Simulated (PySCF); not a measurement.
Several orderings of computed values.

Species are written as SMILES; each is one conformer at its optimised geometry, gas phase, non-relativistic unless stated. Electronic properties by PySCF.

Dipoles, sizes and rotational constants follow the conformer. The torsions of the flexible species, by atom-mapped SMILES:
- `[F:1][C@@H:2]1[CH2:3][Si@@H:4]([SiH2:5][S:6][SiH3:7])[SiH2:8]1`: C3–Si4–Si5–S6 153°, Si4–Si5–S6–Si7 -174°
- `[O:1]=[CH:2][O:3][C@@H:4]1[SiH2:5][C@@H:6]1[CH2:7][CH:8]([F:9])[F:10]`: O1–C2–O3–C4 2°, C2–O3–C4–Si5 5°, Si5–C6–C7–C8 90°, C6–C7–C8–F9 -59°
- `[O:1]=[C:2]([OH:3])[C@:4]1([CH:5]([F:6])[F:7])[CH2:8][CH2:9][SiH2:10]1`: O1–C2–C4–C5 -26°, C2–C4–C5–F6 -83°, H–O3–C2–O1 2°
- `[CH2:1]=[C:2]([CH2:3][C:4](=[O:5])[O:6][SiH3:7])[CH:8]([F:9])[F:10]`: C1–C2–C3–C4 -113°, C2–C3–C4–O5 -9°, C3–C4–O6–Si7 179°, C1–C2–C8–F9 -12°
- `[CH3:1][C:2]#[C:3][Si@@H:4]([F:5])[C@H:6]([CH3:7])[O:8][CH2:9][CH3:10]`: C3–Si4–C6–C7 -155°, Si4–C6–O8–C9 -131°, C6–O8–C9–C10 81°
- `[CH3:1][O:2][Si:3]([F:4])/[CH:5]=[CH:6]\[CH2:7][OH:8]`: C1–O2–Si3–F4 24°, O2–Si3–C5–C6 72°, C5–C6–C7–O8 -3°, H–O8–C7–C6 -73°
- `[CH3:1][C:2](=[O:3])/[CH:4]=[C:5](\[O:6][SiH3:7])[CH:8]([F:9])[F:10]`: C1–C2–C4–C5 180°, C4–C5–O6–Si7 9°, C4–C5–C8–F9 -71°
- `[CH3:1][CH2:2][C:3](=[O:4])/[C:5](=[CH:6]/[F:7])[O:8][SiH2:9][F:10]`: C1–C2–C3–O4 2°, C2–C3–C5–C6 -179°, C3–C5–O8–Si9 180°, C5–O8–Si9–F10 180°
- `[Cl:1][CH2:2][SiH2:3][CH2:4][C:5]1([Cl:6])[CH2:7][CH2:8]1`: Cl1–C2–Si3–C4 -63°, C2–Si3–C4–C5 -49°, Si3–C4–C5–Cl6 -55°
- `[O:1]=[C:2]([SiH3:3])[O:4][C@@:5]1([F:6])[CH2:7][C@@H:8]1[CH2:9][F:10]`: O1–C2–O4–C5 5°, C2–O4–C5–F6 81°, C7–C8–C9–F10 85°

The conformers of `O=C[C@@]1(F)O[C@H](F)CC[SiH2]1`, `O=CO[C@@H]1[C@H](F)C[SiH2][C@@H]1F` and `F[C@@H]([SiH3])[C@H]1[SiH2][SiH2]S[SiH2]1` aren't listed.

Task: Rank by HOMO–LUMO gap, highest first (PBE0/pcSseg-1 at GFN2-xTB geometries).
A. `CC#C[Si@@H](F)[C@H](C)OCC`
B. `O=CO[C@@H]1[C@H](F)C[SiH2][C@@H]1F`
C. `O=C(O)[C@]1(C(F)F)CC[SiH2]1`
D. `[C@@H]1([SiH2][Si@H]([SiH2]S[SiH3])C1)F`
E. `C(O[C@@H]1[SiH2][C@@H]1CC(F)F)=O`
F. `F[C@@H]([SiH3])[C@H]1[SiH2][SiH2]S[SiH2]1`
G. `O=C[C@@]1(F)O[C@H](F)CC[SiH2]1`
H. `C=C(CC(=O)O[SiH3])C(F)F`

Result: B (8.38 eV), H (7.63 eV), C (7.47 eV), A (6.92 eV), E (6.63 eV), F (6.44 eV), G (6.07 eV), D (5.94 eV).

Task: Give the two extremes of that set in kcal/mol.

Result: `F[C@@H]1C[Si@@H]([SiH2]S[SiH3])[SiH2]1`: 137 kcal/mol; `O=CO[C@@H]1[C@H](F)C[SiH2][C@@H]1F`: 193 kcal/mol.

Task: Rank by smallest rotational constant, lowest first (GFN2-xTB).
A. `FC1(F)OC[C]1Cl` [radical]
B. `CO[Si](F)/C=C\CO` [radical]
C. `O([C@H]1[C@H]([SiH2]1)CC(F)F)C=O`
D. `[SiH3]O/C(C(F)F)=C\C(C)=O`

Result: D (0.575 GHz), C (0.684 GHz), B (0.939 GHz), A (1.459 GHz).

Task: By how much do the two ends of that ranking differ?

Result: By 0.884 GHz, between `FC1(F)OC[C]1Cl` [doublet state] and `CC(=O)/C=C(\O[SiH3])C(F)F`.

Task: Rank by HOMO energy, highest first (PBE0/pcSseg-1 at GFN2-xTB geometries).
A. `CC(=O)/C=C(\O[SiH3])C(F)F`
B. `CCC(=O)/C(=C/F)O[SiH2]F`
C. `O=CO[C@@H]1[C@H](F)C[SiH2][C@@H]1F`
D. `CC#C[Si@@H](F)[C@H](C)OCC`
E. `F[C@@H]1C[Si@@H]([SiH2]S[SiH3])[SiH2]1`
F. `O=C(O)[C@]1(C(F)F)CC[SiH2]1`

Result: D (-7.07 eV), E (-7.29 eV), B (-7.46 eV), A (-7.62 eV), F (-8.03 eV), C (-8.29 eV).

Task: Rank by dipole moment, lowest first (PBE0/pcSseg-1 at GFN2-xTB geometries).
A. `CC(=O)/C=C(\O[SiH3])C(F)F`
B. `ClC[SiH2]CC1(Cl)CC1`
C. `O=C([SiH3])O[C@@]1(F)C[C@@H]1CF`
D. `C(C(F)F)[C@H]1[SiH2][C@H]1OC=O`
E. `CCC(=O)/C(=C/F)O[SiH2]F`
F. `O=C(O)[C@]1(C(F)F)CC[SiH2]1`

Result: B (0.66 D), E (1.11 D), A (1.47 D), D (2.60 D), C (2.82 D), F (3.15 D).

Task: By how much do the two ends of that ranking differ?

Result: By 2.49 D, between `O=C(O)[C@]1(C(F)F)CC[SiH2]1` and `ClC[SiH2]CC1(Cl)CC1`.
